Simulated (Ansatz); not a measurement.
Input for Ansatz (a program for electronic structure): R-CCSD(T)/aug-cc-pVDZ on HF (SMILES F) with ghost functions, monomers drawn apart or pushed together.

Ansatz 0.2 input:
```yaml
crystal:
  periodic: [false, false, false]
  atoms:
    - {symbol: F, position_ang: [-0.95837412, 0.94120105, 3.84631844]}
    - {symbol: H, position_ang: [-0.65481011, 0.48989012, 3.07732821]}
basis:
  gaussian:
    orbitals: aug-cc-pVDZ
    ghost_atoms:
      - {symbol: O, position_ang: [-0.02765131, -0.57078924, 1.55988282]}
      - {symbol: B, position_ang: [0.28391544, -0.24984030, 0.25821055]}
      - {symbol: O, position_ang: [0.70114689, -1.27120850, -0.55616410]}
      - {symbol: O, position_ang: [0.14055748, 1.06236815, -0.07629553]}
      - {symbol: H, position_ang: [0.08527875, -1.50524595, 1.76027292]}
      - {symbol: H, position_ang: [0.91708235, -1.04059172, -1.46275786]}
      - {symbol: H, position_ang: [0.35372927, 1.30290107, -0.98031794]}
magnetization: {spin_polarized: false}
correlation: {method: ccsd_t, electrons: outside_noble_gas}
scf: {lower_state_search: off}
```

**Question.** Give the final energy of this run.

**Answer.** -100.2641 hartree (reference determinant -100.0320, T1 diagnostic 0.013).

**Question.** How many basis functions does it have, and what does it roughly cost on one machine?

**Answer.** 151 functions; very roughly 12 core-seconds.
